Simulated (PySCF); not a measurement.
MoCl3H3, SMILES [MoH3]([Cl])([Cl])[Cl], multiplicity 1. Coordinates come from a PBE-D3(BJ)/def2-SVP optimisation. The multiplicity is an assumed one; no other spin state was optimised. The structure was generated by enumeration; whether it is a known compound was not checked. The def2 effective core potentials stand for the cores of Mo; spin–orbit coupling is left out.

These are PBE-D3(BJ)/def2-SVP in PySCF values and carry that method's errors.

Harmonic wavenumbers (cm⁻¹): 94, 94, 153, 360, 368, 417, 417, 584, 584, 950, 950, 1097, 2018, 2018, 2039. Rotational constants (GHz): 1.781, 1.781, 0.9455; symmetry number 3.

Q: Work out the zero-point energy and the ideal-gas rigid-rotor harmonic-oscillator thermochemistry at 298.15 K and 1 atm.

A: ZPE = ½ Σ hcν = ½ × 12142 cm⁻¹ = 72.63 kJ/mol. H − E(el) = 92.68 kJ/mol. Entropy in J/(mol K): translation 175.15, rotation 112.46, vibration 62.92, total 350.53. G − E(el) = -11.83 kJ/mol. Cp = 96.37 J/(mol K). Modes under 150 cm⁻¹ make the vibrational entropy uncertain.
